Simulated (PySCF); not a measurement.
## Electronic absorption of GeH4

GeH4.
InChI=1S/GeH4/h1H4

Method used: TDDFT PBE0/def2-SVPD, vertical, gas phase, core orbitals frozen in the response in PySCF 2.14.0, density-fitted response routines. Geometry: PBE0-D3(BJ)/def2-SVP; no solvent, vibrations or thermal averaging. Relativistic effects, spin–orbit coupling among them, are left out although an element past zinc is present.

**Question.** List the vertical singlet excitations with oscillator strengths and describe the spectrum.

**Answer.** 

```csv
state,E (eV),ν̃ (cm⁻¹),f,|μ| (D),symmetry,"main configurations (H = HOMO, L = LUMO)"
S1,8.68,70030,0.142,2.08,T2,H-2/H-1/H→L (97%)
S2,8.68,70040,0.142,2.08,T2,H-2/H-1/H→L (98%)
S3,8.68,70040,0.142,2.08,T2,H-2/H-1/H→L (97%)
S4,9.17,73940,0.0000,0.00,–,H-2/H-1/H→L+1/L+2 (≥97%)
S5,9.17,73940,0.0000,0.00,–,"H-2/H-1/H→L+1/L+2 (49%), H-2/H-1/H→L+3 (48%)"
S6,9.17,73950,0.0000,0.00,–,"H-2/H-1/H→L+1/L+2 (49%), H-2/H-1/H→L+3 (49%)"
S7,9.38,75690,0.0000,0.00,–,"H-2/H-1/H→L+1/L+2 (≥60%), H-2/H-1/H→L+3 (≥11%)"
S8,9.39,75700,0.0000,0.00,–,"H-2/H-1/H→L+1/L+2 (≥46%), H-2/H-1/H→L+3 (≥24%)"
S9,9.75,78630,0.0000,0.01,–,"H-2/H-1/H→L+1/L+2 (64%), H-2/H-1/H→L+3 (33%)"
S10,10.03,80880,0.328,2.94,T2,H-2/H-1/H→L+1/L+2 (≥70%)
S11,10.03,80880,0.328,2.94,T2,"H-2/H-1/H→L+1/L+2 (≥32%), H-2/H-1/H→L+3 (≥28%), H-2/H-1/H→L+4 (≥10%)"
S12,10.03,80890,0.327,2.93,T2,"H-2/H-1/H→L+1/L+2 (≥43%), H-2/H-1/H→L+3 (≥20%)"
S13,10.85,87500,0.0000,0.00,–,H-2/H-1/H→L+4 (≥87%)
S14,10.85,87510,0.0000,0.00,–,"H-2/H-1/H→L+5 (≥76%), H-2/H-1/H→L+4 (≥20%)"
S15,10.85,87510,0.0000,0.00,–,"H-2/H-1/H→L+5 (≥63%), H-2/H-1/H→L+4 (≥30%)"
```

Triplets (Tamm–Dancoff): T1 7.91 eV, H-2/H-1/H→L (≥63%); T2 7.91 eV, H-2/H-1/H→L (≥67%), H-2/H-1/H→L+1/L+2 (≥10%); T3 7.91 eV, H-2/H-1/H→L (≥62%), H-2/H-1/H→L+1/L+2 (≥8%).

The lowest singlet level (S1/S2/S3) comes at 143 nm (838 kJ/mol) in the vacuum ultraviolet; it is strong. The strongest level in the table is S10/S11/S12 at 10.03 eV (124 nm, f = 0.983 summed). S1/S2/S3, S4/S5/S6, S7/S8, S10/S11/S12 and S13/S14/S15 lie within about 0.01 eV of each other in each set; the point group Td has degenerate representations, and within a degenerate level the listed configurations can mix freely. Löwdin shares by element: HOMO (one of a set within 0.03 eV) hydrogen 52% or more, germanium 44%; LUMO germanium 61%, hydrogen 29% or more. Of the 15 states listed, 6 reach f = 0.01 and 9 stay under 0.0005. The listed states span 2.17 eV, and the widest gap between neighbours is 0.82 eV (S12 to S13). Weighted by f, the mean energy of these states is 9.62 eV. All these states lie below the vertical ionisation energy of 12.16 eV (ΔSCF). Symmetry labels in Td follow from the direction of the transition dipole and are given only for states with f of 0.002 or more. Orbitals of the list HOMO-3 to LUMO+2 that lie within 0.01 eV of each other are written together with a slash and their weights summed (≥ marks a lower bound); for degenerate orbitals outside that list single weights are arbitrary. Singlets were solved by full linear response, triplets in the Tamm–Dancoff approximation.
